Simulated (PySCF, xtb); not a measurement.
C2H3F2NOSi, SMILES C[Si](F)(F)N=C=O. Other conformers were not sampled.

Harmonic wavenumbers (cm⁻¹) from xtb with GFN2-xTB at its own minimum, in rising order: 22, 65, 74, 160, 170, 229, 232, 271, 495, 500, 614, 774, 818, 849, 895, 909, 1384, 1461, 1462, 1543, 2519, 3038, 3044, 3048.

Q: What does B3LYP-D3(BJ)/def2-SVP (PySCF 2.14.0) give at its own minimum? (An estimate is asked for; the answer gives what the named calculation found.)

A: 48, 52, 133, 211, 212, 295, 310, 362, 572, 619, 623, 740, 787, 818, 916, 973, 1292, 1427, 1429, 1545, 2460, 3043, 3138, 3139. Paired by order, the mean absolute difference is 51 cm⁻¹ and the zero-point energies are 35.1 and 35.9 kcal/mol.
